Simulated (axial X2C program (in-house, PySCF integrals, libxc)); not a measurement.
# Potential curves of RuF, scalar-relativistic

All values were computed with an in-house all-electron X2C program for linear molecules (integrals from PySCF). Spin-free means the one-electron spin-free X2C Hamiltonian. Basis: Ru dyall-cv3z [12s12p8d5f3g], F dyall-av3z [7s6p3d2f] (cores contracted in-house); Gaussian nuclei, density fitting, unrestricted open shells. Masses: Ru 101.904 u, F 18.998 u.

State: M_S = 3/2, Λ = 3 (beyond evenly filled blocks: σα, π+α, π+β, π-α, δ+α, δ+β, δ-α). Energies in eV from the fragments at the same level (Ru + F). Fits are polynomials in 1 − R0/R over 0.85 to 1.23 times the lowest point R0.

```csv
R (Å),PBE0,B97-3
1.6591,-3.0787,-3.1491
1.7354,-3.6028,-3.7003
1.7926,-3.8182,-3.9356
1.8498,-3.9248,-4.0617
1.9070,-3.9507,-4.1064
1.9737,-3.9072,-4.0836
2.0405,-3.8073,-4.0032
2.1263,-3.6245,-3.8433
2.2312,-3.3524,-3.5959
2.3838,-2.9181,-3.1913
```

The state is one determinant whose occupation by symmetry is held fixed; it was picked as the lowest of a PBE0 search that is not exhaustive. De is counted from the lowest determinant-based energies of the atoms at the same level, without counterpoise correction. PBE0 can misorder states that lie within some tenths of an eV, so this need not be the ground state of the molecule. The nearest other spin-free determinant of the search, M_S = 3/2, Λ = 2, lies 0.02 eV up at the distance of the search. Without a current term, density functionals place determinants with orbital angular momentum somewhat too high.

Problem. Fit the PBE0 curve near its minimum: give the equilibrium distance, the harmonic wavenumber and the well depth.

Solution. At PBE0, spin-free: Re = 1.901 Å, ωe ≈ 563 cm⁻¹, De = 3.95 eV to Ru + F; Be follows as 0.291 cm⁻¹.

Problem. What are Re, ωe and De at the B97-3 level?

Solution. At B97-3, spin-free: Re = 1.918 Å, ωe ≈ 541 cm⁻¹, De = 4.11 eV to Ru + F; Be follows as 0.286 cm⁻¹.
